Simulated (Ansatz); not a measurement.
The cluster MnBr2⁺, relaxed as a singlet with RKS r2SCAN-D4/def2-TZVP in Ansatz, starting from the r2SCAN-D4/def2-TZVP geometry of the neutral doublet. Force threshold 0.02 eV/Å.

A triplet lies near this restricted singlet, and broken spin symmetry wasn't tried. At PBE0-D4/def2-TZVP a triplet of charge 1 lies 2.11 eV below the restricted singlet, each at its own geometry. The structure comes from a short search, and lower isomers may exist.

Start:

```tsv
atom	x (Å)	y (Å)	z (Å)
Mn1	-0.0008	-0.0021	-0.0011
Br2	0.3544	-1.1585	1.9423
Br3	-0.3536	1.1606	-1.9412
```

Q: Estimate the energy that the relaxation releases and the steps that it takes.

A: 16.0 kcal/mol, in 14 steps; 50 s on 4 threads of Arm Neoverse V2 on a shared host. The force fell under the threshold at step 3, but the optimiser went on and released 0.591 eV more. No frequencies were taken in this run, so the end may be a saddle point.

Q: Does the start keep its bonding and symmetry?

A: By distances, no bond broke or formed. The bond that changes most is Mn1–Br3, from 2.29 to 2.15 Å (atoms count from 1). Point group D∞h at the start, C2v at the end, both within 0.05 Å.

Q: Predict the relaxed structure.

A: 
Cartesian coordinates in Å:
```
Mn -0.270 -0.667 -0.349
Br 0.411 -0.570 1.688
Br -0.141 1.237 -1.339
```
Bond lengths: 2 × Br–Mn 2.15 Å.
